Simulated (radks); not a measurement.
Effect of the nuclear size on neutral calcium, [Ar] 4s2. All-electron calculation, Dirac Kohn-Sham, exchange-only LDA, spin-unpolarised, spherical densities, finite nucleus; Fermi nuclear charge, rms radius 3.4776 fm. Program: a radial shooting solver on a logarithmic mesh with Libxc functionals. The rms radius is varied about that value; shifts are against it.

rms radius (fm)  total energy shift (eV)  density at nucleus (e/bohr^3)  1s1/2 shift (meV)  2s1/2 shift (meV)  2p1/2 shift (meV)
3.0672                          -0.00667                           6141              -2.81             -0.220              0.036
3.182                           -0.00488                           6135              -2.06             -0.161              0.026
3.4776                                 0                           6121              0.000              0.000              0.000
3.7975                           0.00576                           6107               2.43              0.190             -0.031
4.1731                            0.0132                           6092               5.55              0.435             -0.071

Slopes of the eigenvalues against <r^2> in GHz/fm^2, as finite differences over the two radii next to the reference (eigenvalue slopes, not the field-shift constants of lines): 1s1/2 253, 2s1/2 19.8, 2p1/2 -3.24.
